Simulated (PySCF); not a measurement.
CH6OSi2, SMILES [SiH3][Si]OC (connectivity only; charge and spin as stated), neutral, multiplicity 1. Atoms are numbered in the order given.

```xyz
10

Si     0.9790    -0.1292     0.0000
O     -0.4070    -1.0791     0.0000
C     -0.4311    -2.4937     0.0000
H     -0.9699    -2.8505    -0.8928
H     -0.9699    -2.8505     0.8928
H      0.5868    -2.9268     0.0000
Si    -0.3290     1.9233     0.0000
H      0.5166     3.1591     0.0000
H     -1.2101     1.9734    -1.2108
H     -1.2101     1.9734     1.2108
```

Coordinates come from a B3LYP-D3(BJ)/def2-SVP optimisation. The structure was generated by enumeration; whether it is a known compound was not checked. One conformer was computed; it need not be the lowest.

Computed with TDDFT-M06-2X/def2-SVPD run with PySCF 2.14.0.

Vertical excitations.  State labels are in the subgroup Cs.

**Question.** List the lowest excited states. (An estimate is asked for; the answer gives what the named calculation found.)

**Answer.** 
```json
[
 {"state": "S1", "symmetry": "A\"", "energy (eV)": "2.08", "λ (nm)": "595", "f": "0.004", "main pairs": "HOMO→LUMO 101 %"},
 {"state": "S2", "symmetry": "A'", "energy (eV)": "4.82", "λ (nm)": "257", "f": "0.092", "main pairs": "HOMO→LUMO+1 80 %, HOMO→LUMO+3 16 %"},
 {"state": "S3", "symmetry": "A'", "energy (eV)": "5.68", "λ (nm)": "218", "f": "0.098", "main pairs": "HOMO→LUMO+2 73 %, HOMO→LUMO+4 14 %"},
 {"state": "S4", "symmetry": "A\"", "energy (eV)": "5.80", "λ (nm)": "214", "f": "0.015", "main pairs": "HOMO−3→LUMO 58 %, HOMO−2→LUMO 36 %"},
 {"state": "S5", "symmetry": "A'", "energy (eV)": "6.05", "λ (nm)": "205", "f": "0.427", "main pairs": "HOMO→LUMO+3 67 %, HOMO→LUMO+2 13 %, HOMO→LUMO+1 12 %"},
 {"state": "S6", "symmetry": "A'", "energy (eV)": "6.17", "λ (nm)": "201", "f": "0.119", "main pairs": "HOMO−1→LUMO 84 %"},
 {"state": "S7", "symmetry": "A\"", "energy (eV)": "6.37", "λ (nm)": "195", "f": "0.023", "main pairs": "HOMO→LUMO+5 91 %"},
 {"state": "S8", "symmetry": "A\"", "energy (eV)": "6.49", "λ (nm)": "191", "f": "0.000", "main pairs": "HOMO−2→LUMO 60 %, HOMO−3→LUMO 36 %"},
 {"state": "S9", "symmetry": "A'", "energy (eV)": "6.60", "λ (nm)": "188", "f": "0.031", "main pairs": "HOMO→LUMO+6 59 %, HOMO→LUMO+4 17 %"},
 {"state": "S10", "symmetry": "A'", "energy (eV)": "6.72", "λ (nm)": "185", "f": "0.020", "main pairs": "HOMO→LUMO+4 50 %, HOMO→LUMO+6 28 %, HOMO→LUMO+2 10 %"},
 {"state": "T1", "symmetry": "A\"", "energy (eV)": "1.41", "λ (nm)": "880", "f": "0", "main pairs": "HOMO→LUMO 97 %"},
 {"state": "T2", "symmetry": "A'", "energy (eV)": "3.98", "λ (nm)": "311", "f": "0", "main pairs": "HOMO→LUMO+1 86 %"},
 {"state": "T3", "symmetry": "A\"", "energy (eV)": "4.96", "λ (nm)": "250", "f": "0", "main pairs": "HOMO−3→LUMO 38 %, HOMO−2→LUMO 37 %, HOMO−5→LUMO 12 %, HOMO→LUMO+5 7 %"},
 {"state": "T4", "symmetry": "A'", "energy (eV)": "5.05", "λ (nm)": "245", "f": "0", "main pairs": "HOMO−1→LUMO 72 %, HOMO−4→LUMO 20 %"}
]
```
Triplets are in the Tamm–Dancoff approximation, which puts them higher than full response would, so one can lie above its singlet here.
